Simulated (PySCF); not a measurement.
Field gradients at the hydrogen positions

Compound: C6H8OSi.
SMILES with atom numbers: `[cH:1]1[cH:2][o:3][c:4]([SiH:5]2[CH2:6][CH2:7]2)[cH:8]1` (hydrogens: H9 on C1; H10 on C2; H11 on Si5; H12, H13 on C6; H14, H15 on C7; H16 on C8)

Structure used (GFN2-xTB), in Å, numbered top down from 1:
```
atom  x, y, z in Å
C1     2.7340   -0.6974   -0.0620
C2     2.8914    0.6532    0.0068
O3     1.7014    1.2680    0.0430
C4     0.7435    0.3096   -0.0023
Si5   -1.0123    0.9188    0.0297
C6    -2.3676   -0.1414   -0.7401
C7    -2.3545   -0.1609    0.7951
C8     1.3400   -0.9220   -0.0676
H9     3.5109   -1.4334   -0.1039
H10    3.7664    1.2720    0.0358
H11   -1.1370    2.3652    0.0599
H12   -2.1257   -1.0760   -1.2254
H13   -3.2263    0.3292   -1.1958
H14   -2.1059   -1.1075    1.2530
H15   -3.2050    0.2990    1.2766
H16    0.8392   -1.8674   -0.1142
```

Level: PBE0/pcSseg-1 (PySCF, non-relativistic); Q(2H) = 0.00286 b; rigid geometry, the same for H and D, with no vibrational averaging.

Question: Rank these positions by the coupling χzz of a deuteron there, largest first.
A. H16 (aromatic hydrogen)
B. H10 (aromatic hydrogen)
C. H11 (Si–H hydrogen)

Answer: A (235 kHz), B (229 kHz), C (115 kHz).

Question: Tabulate Vzz, the asymmetry η and χzz = 234.96 MHz × Q × Vzz for every hydrogen position.

Answer: 
```csv
atom,bonded to,bond length (Å),Vzz (au),η,χzz (kHz)
H9,C1,1.071,0.3497,0.06,235
H10,C2,1.072,0.3409,0.11,229
H11,Si5,1.452,0.1718,0.07,115
H12,C6,1.080,0.3376,0.08,227
H13,C6,1.080,0.3378,0.08,227
H14,C7,1.081,0.3374,0.08,227
H15,C7,1.080,0.3377,0.08,227
H16,C8,1.071,0.3498,0.06,235
```

Question: Average by the element that carries the hydrogen.

Answer: on C: 230 kHz over 7 positions, mean bond length 1.076 Å; on Si: 115 kHz over 1 position, mean bond length 1.452 Å.

The structure is a single GFN2-xTB conformer in the gas phase; no vibrational or solvent corrections. GFN2-xTB bond lengths can be off by several hundredths of an ångström, more for odd bonds, and the gradients follow them. With so small a basis the couplings can be 20 % off.
